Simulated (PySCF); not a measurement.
Chloromethylgermane (`Cl[CH2][GeH3]`). Level of theory: PySCF 2.14.0, PBE0-D3(BJ)/def2-SVP geometry optimisation, gas phase.

```
atom  x, y, z in Å
Cl1   -2.7375    2.0162    1.6089
C2    -2.0024    0.6221    0.7664
Ge3   -0.0420    0.7617    0.7918
H4    -2.3361   -0.2943    1.2726
H5    -2.3860    0.6076   -0.2629
H6     0.5580   -0.4530    0.0559
H7     0.3771    2.0603    0.0866
H8     0.4356    0.7757    2.2517
```

Q: What is the longest distance between nuclei?

A: Cl1···H6, 4.40 Å; the next longest distance is 3.78 Å.

Q: Where is the centre of mass (commonest isotopes), and what is the radius of gyration?

A: Mass 125.929 u; centre at (-1.002, 1.088, 1.012) Å; Rg = √(Σ m r²/M) = 1.447 Å. As Ia + Ib + Ic = 2 Σ m r², the three principal moments sum to 527.3 u·Å².

Q: Work out the bond lengths Cl1–C2, C2–Ge3, C2–H4, C2–H5, Ge3–H6, Ge3–H7, Ge3–H8 in bohr.

A: For Cl1–C2 the difference vector is (0.7351, -1.3941, -0.8425) Å, of length 1.7871 Å. 1 bohr = 0.529177 Å. Cl1–C2 3.377; C2–Ge3 3.714; C2–H4 2.076; C2–H5 2.076; Ge3–H6 2.914; Ge3–H7 2.903; Ge3–H8 2.903 bohr.

Q: Give the dihedral angles Cl1–C2–Ge3–H6, H4–C2–Ge3–H8, H5–C2–Ge3–H6, H4–C2–Ge3–H7, H5–C2–Ge3–H7, Cl1–C2–Ge3–H7.

A: Cl1–C2–Ge3–H6 180° (antiperiplanar); H4–C2–Ge3–H8 -59° (synclinal); H5–C2–Ge3–H6 -60° (synclinal); H4–C2–Ge3–H7 -179° (antiperiplanar); H5–C2–Ge3–H7 60° (synclinal); Cl1–C2–Ge3–H7 -60° (synclinal). Dihedral signs follow IUPAC: positive where, seen along the central bond, the front bond turns clockwise onto the rear one.

Q: What is the repulsion energy of the bare nuclei, Σ ZA·ZB/RAB?

A: 247.27 Eh over 28 pairs, with full nuclear charges and distances in bohr; the largest single term is 93.36 Eh (Cl1 with Ge3).

Q: What are the angles Cl1–C2–H5, H4–C2–H5, Cl1–C2–Ge3, Cl1–C2–H4, C2–Ge3–H7, H6–Ge3–H7, H6–Ge3–H8, C2–Ge3–H8?

A: From the scalar product of the two bond vectors; for Cl1–C2–H5 it is -0.6054 Å² over 1.7871 × 1.0986 Å², cos θ = -0.3084. Cl1–C2–H5 108.0°; H4–C2–H5 108.3°; Cl1–C2–Ge3 110.4°; Cl1–C2–H4 108.0°; C2–Ge3–H7 109.0°; H6–Ge3–H7 109.9°; H6–Ge3–H8 109.9°; C2–Ge3–H8 108.8°.

Q: How far apart are these pairs, which share no bond: Cl1···H5, C2···H8, Ge3···H5, H4···H5, H5···H6, H7···H8?

A: Cl1···H5 2.369 Å (2 bonds apart); C2···H8 2.859 Å (2 bonds apart); Ge3···H5 2.575 Å (2 bonds apart); H4···H5 1.781 Å (2 bonds apart); H5···H6 3.145 Å (3 bonds apart); H7···H8 2.518 Å (2 bonds apart).

The point group is Cs within 0.08 Å; differences among equivalent distances and angles are scatter left by the optimiser. PBE0-D3(BJ)/def2-SVP frequencies: not computed here.

On Arm Neoverse N1, one thread, on a shared host, this took 16 s of wall time and 0.36 GiB of memory at its peak. That covers the optimisation of the geometry.
